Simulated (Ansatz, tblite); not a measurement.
Potential energy curve for HCl (cation, charge +1), doublet.

Levels: GFN2-xTB, 300 K electronic temperature (tblite); ROCCSDTQ = CCSDTQ on ROHF/cc-pVDZ, frozen core in Ansatz (a quantum-chemistry and plane-wave program); ROCCSDT(Q) = CCSDT(Q)/B on ROHF/cc-pVDZ, frozen core (Ansatz); UKS-CAM-B3LYP = unrestricted CAM-B3LYP/cc-pVDZ run with Ansatz.

Energies are in kJ/mol, each relative to the lowest point of its own curve near equilibrium.

| R / Å | GFN2-xTB | ROCCSDTQ | ROCCSDT(Q) | UKS-CAM-B3LYP |
|---|---|---|---|---|
| 0.99 | 213.4 | 298.1 | 298.1 | 299.4 |
| 1.04 | 132.2 | 193.7 | 193.6 | 195.8 |
| 1.12 | 54.8 | 85.1 | 85.1 | 87.6 |
| 1.18 | 23.9 | 38.1 | 38.1 | 40.2 |
| 1.25 | 5.8 | 9.2 | 9.2 | 10.4 |
| 1.30 | 0.7 | 1.0 | 1.0 | 1.4 |
| 1.32 | 0.0 | 0.0 | 0.0 | 0.0 |
| 1.36 | 0.5 | 1.1 | 1.1 | 0.3 |
| 1.41 | 4.0 | 7.3 | 7.3 | 5.5 |
| 1.48 | 12.8 | 22.5 | 22.5 | 19.3 |
| 1.54 | 23.1 | 39.6 | 39.6 | 35.3 |
| 1.63 | 41.8 | 69.4 | 69.5 | 63.8 |
| 1.81 | 85.9 | 134.1 | 134.1 | 127.0 |
| 2.01 | 137.4 | 201.9 | 201.9 | 194.0 |
| 2.15 | 171.3 | 243.3 | 243.3 | 233.2 |
| 2.35 | 213.7 | 292.7 | 292.7 | 276.0 |
| 2.62 | 257.8 | 343.0 | 342.9 | 315.1 |
| 2.88 | 286.4 | 376.6 | 376.1 | 339.7 |
| 3.22 | 307.3 | — | — | 360.2 |
| 3.57 | — | — | — | 372.5 |
| 3.97 | — | — | — | 379.6 |
| 4.61 | — | — | — | 383.1 |
| 5.25 | — | — | — | 382.6 |

Dashes: no converged value, or the column stops at the first point that the program doubted or that broke a chosen test of continuity, which isn't proof of a fault.

The T1 diagnostic of CCSD on the restricted reference of ROCCSDTQ, ROCCSDT(Q) exceeds 0.045 at 2.35 to 5.25 Å. The unrestricted determinant behind UKS-CAM-B3LYP is spin-contaminated at 2.15 to 5.25 Å (<S²> up to 1.3, against 0.75 for a pure doublet).
